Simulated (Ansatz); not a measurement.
System: sum formula MnOH (charge 0, septet). The spin state was set by rule; other spins were not relaxed. 
Structure (B3LYP-D3(BJ)/def2-TZVP (Ansatz, a first-principles code) minimum search):
SMILES: [Mn][OH]
```xyz
3

Mn    -0.2885    -0.3341    -0.2592
O      0.7192     0.9128     0.6544
H      1.4593     1.0510     1.2455
```
Charge 0, spin multiplicity 7.

Dipole moments at this geometry, in debye (magnitudes).

```
level               program  dipole (D)
------------------  -------  ----------
SVWN5/def2-TZVPD     Ansatz        0.87
PBE/def2-TZVPD       Ansatz        0.85
BLYP/def2-TZVPD      Ansatz        0.86
revPBE/def2-TZVPD    Ansatz        0.85
r2SCAN/def2-TZVPD    Ansatz        0.95
PBE0/def2-TZVPD      Ansatz        1.07
BHLYP/def2-TZVPD     Ansatz        1.30
r2SCANh/def2-TZVPD   Ansatz        1.04
r2SCAN0/def2-TZVPD   Ansatz        1.17
LC-wPBE/def2-TZVPD   Ansatz        0.96
wB97M-V/def2-TZVPD   Ansatz        1.03
wB97X-V/def2-TZVPD   Ansatz        0.99
CCSD(T)/def2-SVPD    Ansatz        1.21
```
